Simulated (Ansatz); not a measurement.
CH$_{6}$BPSiZn, SMILES `PB1C[SiH]1[ZnH]`. Total charge 0; spin multiplicity 1. All single points use the PBE0-D4/def2-TZVP geometry. It is one conformer, not always the lowest.

```xyz
11

P     2.287   -0.599    1.190
B     0.710   -0.303    0.272
C     0.206   -0.399   -1.169
Si   -0.572    1.099   -0.201
Zn   -2.906    0.990   -0.015
H     2.524   -1.983    1.011
H     1.856   -0.631    2.534
H     0.881   -0.396   -2.022
H    -0.643   -1.063   -1.339
H     0.104    2.416   -0.383
H    -4.448    0.869    0.122
```

(1) What is the dipole moment at B3LYP/def2-TZVPP? (An estimate is asked.)

(2) And with PBE, r2SCAN, ωB97M-V? (Best estimate.)

(3) Give the Mulliken charges with B3LYP, PBE, ωB97M-V in def2-TZVPP. (Best estimate.)

Answers

(1) Ansatz gave: 0.83 D, with components (-0.61, -0.53, -0.18) D in this frame, pointing from negative to positive charge.

(2) Computed: PBE 0.79 D, r2SCAN 0.84 D, ωB97M-V 0.96 D.

(3) The calculation gave: 
| atom | B3LYP | PBE | ωB97M-V |
| --- | --- | --- | --- |
| P1 | -0.10 | -0.12 | -0.14 |
| B2 | 0.17 | 0.13 | 0.11 |
| C3 | -0.32 | -0.27 | -0.36 |
| Si4 | 0.08 | 0.06 | 0.03 |
| Zn5 | 0.11 | 0.06 | 0.12 |
| H6 | 0.02 | 0.04 | 0.05 |
| H7 | 0.03 | 0.05 | 0.06 |
| H8 | 0.10 | 0.09 | 0.11 |
| H9 | 0.12 | 0.12 | 0.13 |
| H10 | -0.07 | -0.06 | -0.03 |
| H11 | -0.13 | -0.10 | -0.10 |

B3LYP here is the variant with VWN-RPA as its local correlation; programs differ in this.
